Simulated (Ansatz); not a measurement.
`[CH3][AlH][SH]` + `[AlH2][NH][SiH2]O[SiH3]` → `[CH3][AlH][NH][AlH2]` + `[SiH3]O[SiH2]S`  (redistribution)

Calculated with Ansatz (gas phase, PBE0-D4/def2-TZVP geometries, no zero-point term in ΔE). CBS: MP2 limit from def2 TZ/QZ plus the TZ coupled-cluster correction, frozen cores. This one scheme is used for every species. Functionals use def2-TZVPP. B3LYP here is the variant with VWN-RPA as its local correlation; programs differ in this. HSE06 is defined as in plane-wave codes. One conformer a species, not always the lowest.

`[CH3][AlH][SH]`:

Cartesian coordinates in Å:
```
C 0.689 0.960 -0.688
Al -0.062 -0.625 0.148
S -1.799 -0.381 1.457
H 1.735 1.096 -0.393
H 0.145 1.870 -0.425
H 0.681 0.865 -1.779
H 0.499 -2.093 -0.053
H -1.887 -1.692 1.735
```

`[AlH2][NH][SiH2]O[SiH3]`:

Cartesian coordinates in Å:
```
Al 0.919 1.723 -2.157
N -0.207 0.588 -1.363
Si -0.811 0.627 0.242
O -0.013 -0.379 1.258
Si 0.146 -1.894 1.840
H 1.309 1.434 -3.664
H 1.451 2.947 -1.312
H -0.528 -0.195 -1.920
H -0.620 2.002 0.757
H -2.243 0.227 0.254
H -1.139 -2.634 1.724
H 0.547 -1.823 3.267
H 1.190 -2.624 1.074
```

`[CH3][AlH][NH][AlH2]`:

Cartesian coordinates in Å:
```
C 1.006 1.470 -0.668
Al 0.010 0.861 0.890
N -0.764 -0.755 0.892
Al -0.814 -2.031 -0.351
H 0.578 2.396 -1.065
H 2.043 1.701 -0.401
H 1.023 0.734 -1.475
H -0.159 1.744 2.201
H -1.259 -0.978 1.749
H -0.065 -1.766 -1.721
H -1.598 -3.377 -0.050
```

`[SiH3]O[SiH2]S`:

Cartesian coordinates in Å:
```
Si -1.614 -0.500 0.416
O -0.237 -0.661 -0.466
Si 1.330 -0.207 -0.459
S 1.639 1.669 0.506
H -2.612 -1.443 -0.143
H -2.127 0.889 0.315
H -1.359 -0.827 1.843
H 2.142 -1.161 0.332
H 1.772 -0.146 -1.869
H 1.068 2.388 -0.475
```

```
          level  ΔE (kcal/mol)  difference from CCSD(T)/CBS
        BLYP-D4            5.9                         -1.2
         B97M-V            6.6                         -0.5
        PBE0-D4            6.8                         -0.3
       B3LYP-D4            6.6                         -0.5
     r2SCAN0-D4            7.3                          0.2
   CAM-B3LYP-D4            7.1                          0.0
       PBE-QIDH            7.4                          0.3
         r2SCAN            6.7                         -0.4
           PBE0            7.1                          0.0
          HSE06            7.1                          0.0
          BHLYP            8.1                          1.0
        LC-ωPBE            7.4                          0.3
  HF/def2-TZVPP            9.5                          2.4
CCSD/def2-TZVPP            7.4                          0.3
  HF/def2-QZVPP            9.5                          2.4
   HF/CBS(def2)            9.5                          2.4
    CCSD(T)/CBS            7.1                            0
```

Largest T1 diagnostic among the species: 0.012.

From PBE to PBE0 (25 % exact exchange), in def2-TZVPP and without D4, ΔE moves by +0.9 kcal/mol. Leaving LDA and LC-ωPBE aside and taking each functional with its dispersion term where it has one, the values, not all of them listed here, spread over 1.7 kcal/mol, from BLYP-D4 to BHLYP-D4. In def2-TZVPP, CCSD(T) changes the Hartree–Fock value by −2.5 kcal/mol (the triples alone add −0.4 kcal/mol) and MP2 by −2.7 kcal/mol.
